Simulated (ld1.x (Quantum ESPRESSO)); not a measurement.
Pseudopotential generation for cobalt (Co): TM, PBEsol, scalar-relativistic.

```json
{
  "Element": "Co",
  "Generator": "ld1.x (Quantum ESPRESSO) 7.5",
  "Type": "norm-conserving Troullier–Martins (Kleinman–Bylander form)",
  "Functional": "PBEsol",
  "Relativity": "scalar-relativistic",
  "Frozen core": "[Ne] 3s2",
  "Valence charge": "15",
  "Reference configuration": "3p6 3d7 4s0 4p0 (charge +2)",
  "Partial waves": "3p (bound): rc 1.25 bohr; 3d (bound): rc 1.40 bohr; 4f channel at 0.15 Ry: rc 1.75 bohr; 4s (bound, empty): rc 1.95 bohr",
  "Local potential": "the s channel",
  "Core correction": "Bessel-smoothed model core inside 1.05 bohr"
}
```

All-electron outer shells of the reference configuration (PBEsol, scalar-relativistic, ld1.x):

| shell | level (eV) | outermost node (bohr) | outermost maximum (bohr) |
| --- | --- | --- | --- |
| 3s | -121.17 | 0.31 | 0.67 |
| 3p | -84.56 | 0.28 | 0.68 |
| 3d | -27.03 | – | 0.66 |
| 4s | -20.73 | 0.95 | 2.10 |
| 4p | -14.45 | 1.03 | 2.50 |

Task: Estimate the cutoffs (Ry, on a coarse ladder) from which the occupation-weighted sum of valence levels, in a spherical-Bessel basis at the reference potential, stays within 10 and 1 mRy of its value at 400 Ry.

Result: 140 Ry and 230 Ry.

Task: Does the potential have ghost states?

Result: No extra level below or beside the all-electron valence levels (p, d, f, s tested).

Task: Which valence shell sets the plane-wave cutoff?

Result: 3d: its level needs 140 Ry to come within 1 mRy, against 80 Ry for 3p.

Task: Tests: 3p6 3d7 4s2 4p0; 3p6 3d7 4s1 4p0; 3p6 3d6 4s0 4p0; 3p6 3d7.5 4s1.5 4p0; 3p6 3d6 4s2 4p0; 3p6 3d5 4s0 4p0; 3p6 3d7 4s1.5 4p0. Which has the largest error in its energy relative to the reference configuration, and how large is it?

Result: 3p6 3d5 4s0 4p0, with -1286 meV (all-electron minus pseudo) on +91.15 eV.
